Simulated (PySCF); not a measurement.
Spinor energies of Al (aluminium, neutral)

Start: [Ne] 3s2 3p1; 3p3/2 filled at m_j = +3/2. Calculated with PySCF 2.14 in x2c-SVPall-2c with one added diffuse shell each of s, p type (5s5p1d, 25 functions): generalised Hartree-Fock with the X2C-1e Hamiltonian and a Gaussian nucleus; one run each with spin-orbit coupling (SO) switched off, then screened by Boettger's factors. This is a chosen level, not necessarily the ground level.

| spinor shell | electrons | ε, spin-free (eV) | ε, screened SO (eV) | weight of nominal j (screened SO) | rms radius, screened SO (bohr) |
| --- | --- | --- | --- | --- | --- |
| 1s1/2 | 2 | -1594.2 | -1594.2 | 1.000 | 0.139 |
| 2s1/2 | 2 | -133.99 | -133.99 | 1.000 | 0.677 |
| 2p1/2 | 2 | -87.488 | -87.761 | 0.984 | 0.674 |
| 3s1/2 | 2 | -10.695 | -10.697 | 1.000 | 2.82 |
| 3p3/2 | 1 | -5.746 | -5.740 | 1.000 | 3.76 |

Question: Where does 2p3/2 lie, and what is the 2p spin-orbit splitting (screened SO)?

Answer: At -87.360 eV, 0.401 eV above 2p1/2.

```
   quantity   spin-free  screened SO
E (hartree)  -242.21807   -242.21798
        M_J         3/2          3/2
       ⟨J²⟩       3.758        3.758
       ⟨L²⟩       2.006        2.006
       ⟨S²⟩       0.752        0.752
```

Each row is a mean over spinors that exchange with the open shell spreads, by up to 1.631 eV (3s1/2).

Without spin-orbit coupling the j labels of p, d and f shells carry no meaning; the spin-free column gives the mean over the occupied spinors of each nl shell.
